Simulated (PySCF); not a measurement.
Hexamethyleneimine, C6H13N.
SMILES with atom numbers: `[CH2:1]1[CH2:2][CH2:3][CH2:4][NH:5][CH2:6][CH2:7]1` (hydrogens: H8, H9 on C1; H10, H11 on C2; H12, H13 on C3; H14, H15 on C4; H16 on N5; H17, H18 on C6; H19, H20 on C7)

The same species was optimised twice, with GFN2-xTB and with PBE0-D3(BJ)/def2-SVP (PySCF), and the same property calculations (PySCF, gas phase) were run on both structures.

```csv
coordinate,GFN2-xTB,PBE0-D3(BJ)/def2-SVP,change
C3–C4 (Å),1.529,1.523,-0.006
C6–C7 (Å),1.537,1.531,-0.006
N5–C6 (Å),1.453,1.451,-0.002
C4–N5 (Å),1.452,1.450,-0.002
C1–C7 (Å),1.528,1.528,0.000
C2–C3 (Å),1.527,1.528,+0.001
C1–C2 (Å),1.530,1.530,0.000
C2–C3–C4 (°),113.9,115.7,+1.8
C2–C1–C7 (°),114.1,115.8,+1.7
N5–C6–C7 (°),112.7,114.2,+1.5
C1–C2–C3 (°),111.9,113.3,+1.4
C3–C4–N5 (°),112.5,113.8,+1.3
C1–C7–C6 (°),114.1,115.2,+1.1
C4–N5–C6 (°),113.6,114.0,+0.4
```

Rotational constants: A = 3304, B = 2996, C = 1809 MHz (GFN2-xTB) against A = 3246, B = 2988, C = 1778 MHz (PBE0-D3(BJ)/def2-SVP). Point groups within 0.08 Å: C1 and C1.

On the GFN2-xTB structure: lowest singlet, TDDFT (eV) 6.01 [CAM-B3LYP/def2-SVPD]; lowest triplet, Tamm–Dancoff (eV) 5.77 [CAM-B3LYP/def2-SVPD]; isotropic polarisability (au) 77.5 [CAM-B3LYP/def2-SVPD]; HOMO (eV) -7.81 [CAM-B3LYP/def2-SVPD]; LUMO (eV) 1.40 [CAM-B3LYP/def2-SVPD]; dipole (D) 0.94 [CAM-B3LYP/def2-SVPD]; HOMO (eV) -6.33 [PBE0/pcSseg-1]; LUMO (eV) 1.35 [PBE0/pcSseg-1]; dipole (D) 0.96 [PBE0/pcSseg-1]; GIAO shielding of C1/C2 (mean) (ppm) 157.7 [PBE0/pcSseg-1]; GIAO shielding of C3/C7 (mean) (ppm) 151.4 [PBE0/pcSseg-1]; GIAO shielding of C4/C6 (mean) (ppm) 130.1 [PBE0/pcSseg-1]; GIAO shielding of N5 (ppm) 218.2 [PBE0/pcSseg-1].

What do these properties become on the PBE0-D3(BJ)/def2-SVP structure?

```csv
property,level,on GFN2-xTB,on PBE0-D3(BJ)/def2-SVP,change
"lowest singlet, TDDFT (eV)",CAM-B3LYP/def2-SVPD,6.01,5.98,-0.03
"lowest triplet, Tamm–Dancoff (eV)",CAM-B3LYP/def2-SVPD,5.77,5.74,-0.03
isotropic polarisability (au),CAM-B3LYP/def2-SVPD,77.5,78.6,+1.1
HOMO (eV),CAM-B3LYP/def2-SVPD,-7.81,-7.81,0.00
LUMO (eV),CAM-B3LYP/def2-SVPD,1.40,1.37,-0.03
dipole (D),CAM-B3LYP/def2-SVPD,0.94,0.90,-0.04
"energy, GFN2-xTB geometry as zero (kcal/mol)",CAM-B3LYP/def2-SVPD,0.0,-0.8,-0.8
HOMO (eV),PBE0/pcSseg-1,-6.33,-6.33,0.00
LUMO (eV),PBE0/pcSseg-1,1.35,1.29,-0.06
dipole (D),PBE0/pcSseg-1,0.96,0.91,-0.05
"energy, GFN2-xTB geometry as zero (kcal/mol)",PBE0/pcSseg-1,0.0,-0.7,-0.7
GIAO shielding of C1/C2 (mean) (ppm),PBE0/pcSseg-1,157.7,156.4,-1.3
GIAO shielding of C3/C7 (mean) (ppm),PBE0/pcSseg-1,151.4,150.5,-0.9
GIAO shielding of C4/C6 (mean) (ppm),PBE0/pcSseg-1,130.1,129.9,-0.2
GIAO shielding of N5 (ppm),PBE0/pcSseg-1,218.2,215.5,-2.7
```

The heavy atoms differ by 0.029 Å rms after alignment. Among bonds between heavy atoms C3–C4 and C6–C7 change most and about equally (-0.006 Å). Changes are differences of the printed values. Neither structure is proved a minimum here.
